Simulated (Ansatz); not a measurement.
Born–Oppenheimer molecular dynamics of C2H4NSi (8 atoms, charge 0, multiplicity 2). It starts at the highest image of a converged band, a first-order saddle point between two minima.

The calculation used Ansatz, UKS r2SCAN/def2-SVP.

* ensemble: NVE (velocity Verlet)
* time step: 0.5 fs
* steps asked: 200
* starting velocities drawn for: 300 K
* seed: 4909

Frames 0.5 fs apart, positions in Å, forces in eV/Å.

Velocities at 30.0 fs (Å/ps):

```
C -0.35 4.83 2.40
Si 1.87 -7.20 -5.11
C 11.19 4.42 5.62
N -3.20 2.39 -3.31
H -12.52 3.53 -12.36
H -11.69 -15.24 -10.82
H 6.61 -6.96 19.55
H -119.21 75.89 96.64
```

```xyz
8
Properties=species:S:1:pos:R:3:forces:R:3 time_fs=30.0 energy_less_start_eV=-1.633 T=2404
C -0.631 0.924 -0.332 0.29 0.20 0.83
Si 0.009 0.023 1.232 -1.09 -1.14 -0.08
C 1.273 -0.989 0.294 1.14 -2.18 -0.16
N 1.907 -1.849 -0.226 -0.99 1.81 0.81
H 0.054 1.736 -0.624 0.23 -0.18 0.02
H -1.619 1.374 -0.311 -0.57 -0.09 0.11
H -0.544 0.104 -1.045 -0.29 0.02 -0.56
H -1.007 -1.122 1.949 1.27 1.55 -0.97
8
Properties=species:S:1:pos:R:3:forces:R:3 time_fs=30.5 energy_less_start_eV=-1.567 T=2319
C -0.631 0.927 -0.331 0.21 0.10 0.83
Si 0.010 0.019 1.229 -1.27 -0.97 0.14
C 1.279 -0.987 0.297 0.95 -2.14 -0.11
N 1.906 -1.847 -0.227 -0.86 1.70 0.75
H 0.048 1.737 -0.630 0.28 -0.12 0.01
H -1.625 1.366 -0.316 -0.50 -0.11 0.13
H -0.541 0.101 -1.036 -0.29 0.02 -0.61
H -1.065 -1.082 1.996 1.49 1.51 -1.15
8
Properties=species:S:1:pos:R:3:forces:R:3 time_fs=31.0 energy_less_start_eV=-1.494 T=2225
C -0.631 0.929 -0.329 0.09 0.00 0.80
Si 0.011 0.015 1.227 -1.42 -0.77 0.34
C 1.285 -0.985 0.299 0.72 -2.04 -0.03
N 1.904 -1.845 -0.229 -0.70 1.53 0.66
H 0.043 1.738 -0.636 0.31 -0.07 0.01
H -1.633 1.358 -0.321 -0.40 -0.13 0.16
H -0.538 0.097 -1.028 -0.29 0.04 -0.63
H -1.120 -1.039 2.041 1.68 1.44 -1.30
8
Properties=species:S:1:pos:R:3:forces:R:3 time_fs=31.5 energy_less_start_eV=-1.417 T=2126
C -0.631 0.932 -0.328 -0.05 -0.12 0.74
Si 0.012 0.011 1.224 -1.54 -0.56 0.52
C 1.291 -0.984 0.302 0.46 -1.87 0.08
N 1.902 -1.844 -0.230 -0.50 1.30 0.53
H 0.038 1.740 -0.642 0.33 -0.02 0.01
H -1.642 1.350 -0.326 -0.26 -0.16 0.18
H -0.537 0.094 -1.022 -0.28 0.09 -0.63
H -1.171 -0.992 2.082 1.84 1.34 -1.43
8
Properties=species:S:1:pos:R:3:forces:R:3 time_fs=32.0 energy_less_start_eV=-1.338 T=2024
C -0.632 0.934 -0.326 -0.19 -0.24 0.66
Si 0.012 0.008 1.222 -1.63 -0.33 0.67
C 1.297 -0.983 0.305 0.17 -1.66 0.22
N 1.900 -1.841 -0.231 -0.27 1.03 0.38
H 0.035 1.741 -0.648 0.34 0.01 0.01
H -1.651 1.341 -0.330 -0.10 -0.18 0.20
H -0.536 0.091 -1.018 -0.28 0.15 -0.61
H -1.216 -0.942 2.120 1.97 1.21 -1.54
8
Properties=species:S:1:pos:R:3:forces:R:3 time_fs=32.5 energy_less_start_eV=-1.259 T=1923
C -0.632 0.937 -0.324 -0.33 -0.36 0.55
Si 0.013 0.004 1.219 -1.70 -0.10 0.80
C 1.303 -0.983 0.308 -0.13 -1.39 0.39
N 1.898 -1.839 -0.232 -0.02 0.72 0.19
H 0.032 1.742 -0.654 0.33 0.03 0.02
H -1.661 1.332 -0.334 0.06 -0.20 0.23
H -0.536 0.088 -1.014 -0.28 0.23 -0.56
H -1.258 -0.889 2.154 2.07 1.08 -1.63
8
Properties=species:S:1:pos:R:3:forces:R:3 time_fs=33.0 energy_less_start_eV=-1.183 T=1826
C -0.632 0.939 -0.322 -0.44 -0.48 0.43
Si 0.013 0.000 1.217 -1.75 0.13 0.92
C 1.309 -0.982 0.311 -0.45 -1.10 0.58
N 1.896 -1.837 -0.234 0.24 0.39 -0.01
H 0.029 1.743 -0.660 0.30 0.03 0.04
H -1.670 1.323 -0.337 0.22 -0.21 0.25
H -0.536 0.086 -1.013 -0.27 0.31 -0.51
H -1.294 -0.833 2.184 2.15 0.93 -1.70
8
Properties=species:S:1:pos:R:3:forces:R:3 time_fs=33.5 energy_less_start_eV=-1.111 T=1733
C -0.632 0.941 -0.320 -0.52 -0.60 0.30
Si 0.013 -0.004 1.215 -1.77 0.36 1.01
C 1.315 -0.983 0.314 -0.77 -0.80 0.78
N 1.894 -1.834 -0.235 0.50 0.05 -0.23
H 0.028 1.744 -0.666 0.25 0.02 0.07
H -1.679 1.313 -0.339 0.36 -0.21 0.28
H -0.537 0.085 -1.012 -0.26 0.39 -0.45
H -1.326 -0.775 2.211 2.21 0.77 -1.75
8
Properties=species:S:1:pos:R:3:forces:R:3 time_fs=34.0 energy_less_start_eV=-1.045 T=1648
C -0.633 0.943 -0.318 -0.57 -0.70 0.17
Si 0.013 -0.008 1.213 -1.79 0.59 1.08
C 1.321 -0.983 0.317 -1.07 -0.49 0.98
N 1.892 -1.832 -0.236 0.75 -0.30 -0.44
H 0.027 1.745 -0.672 0.20 0.00 0.10
H -1.687 1.302 -0.341 0.47 -0.18 0.30
H -0.539 0.084 -1.013 -0.25 0.46 -0.39
H -1.351 -0.716 2.233 2.26 0.61 -1.79
8
Properties=species:S:1:pos:R:3:forces:R:3 time_fs=34.5 energy_less_start_eV=-0.987 T=1573
C -0.633 0.945 -0.315 -0.57 -0.79 0.03
Si 0.013 -0.012 1.211 -1.79 0.82 1.14
C 1.327 -0.983 0.320 -1.36 -0.20 1.18
N 1.890 -1.829 -0.237 0.99 -0.61 -0.65
H 0.027 1.746 -0.677 0.13 -0.03 0.14
H -1.694 1.291 -0.342 0.55 -0.15 0.32
H -0.541 0.085 -1.014 -0.23 0.52 -0.33
H -1.372 -0.655 2.250 2.29 0.45 -1.82
8
Properties=species:S:1:pos:R:3:forces:R:3 time_fs=35.0 energy_less_start_eV=-0.938 T=1510
C -0.634 0.947 -0.313 -0.54 -0.87 -0.09
Si 0.012 -0.015 1.209 -1.78 1.04 1.18
C 1.333 -0.983 0.324 -1.62 0.04 1.35
N 1.888 -1.827 -0.238 1.19 -0.90 -0.84
H 0.027 1.748 -0.682 0.05 -0.07 0.18
H -1.699 1.280 -0.343 0.59 -0.10 0.34
H -0.544 0.086 -1.016 -0.21 0.56 -0.29
H -1.387 -0.593 2.264 2.30 0.28 -1.83
8
Properties=species:S:1:pos:R:3:forces:R:3 time_fs=35.5 energy_less_start_eV=-0.900 T=1461
C -0.634 0.949 -0.311 -0.46 -0.93 -0.21
Si 0.012 -0.019 1.207 -1.76 1.25 1.20
C 1.338 -0.984 0.328 -1.83 0.24 1.50
N 1.887 -1.825 -0.240 1.36 -1.12 -1.00
H 0.027 1.749 -0.687 -0.02 -0.10 0.22
H -1.704 1.268 -0.342 0.59 -0.03 0.36
H -0.547 0.090 -1.019 -0.19 0.58 -0.25
H -1.397 -0.530 2.273 2.31 0.12 -1.83
```

Of the whole run (100 fs, mean temperature of the second half 1600 K): The conserved energy stayed within 0.44 meV per atom of its start (net change -0.00013 meV per atom), so the integration is sound. The system heated up, since it started high on the potential surface and ran downhill. A run of 0.1 ps of so small a system gives no equilibrium averages.

Time of the run: 10 min on 2 threads of Arm Neoverse V2 (shared host), peak memory 0.2 GiB.
